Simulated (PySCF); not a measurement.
H6OSn2, SMILES [SnH3][O][SnH3].

Coordinates come from a PBE0-D3(BJ)/def2-SVP optimisation. The geometry has at least one imaginary mode, so it is a saddle point at that level. The def2 effective core potentials stand for the cores of Sn; spin–orbit coupling is left out.

The numbers are results of PBE/def2-TZVP in PySCF, not measurements.

Gas-phase values at a fixed geometry.

Computed frontier levels, gap, dipole moment and polarisability:
highest occupied level: -6.33 eV
lowest empty level: -1.81 eV
orbital gap: 4.52 eV
dipole moment: 0.91 D
quadrupole, principal values (traceless, Buckingham form, about the centre of nuclear charge): -3.81, -2.02, 5.83 D·Å
mean static polarisability: 85.5 bohr³ (12.66 Å³)
polarisability, principal values: 76.7, 78.2, 101.5 bohr³
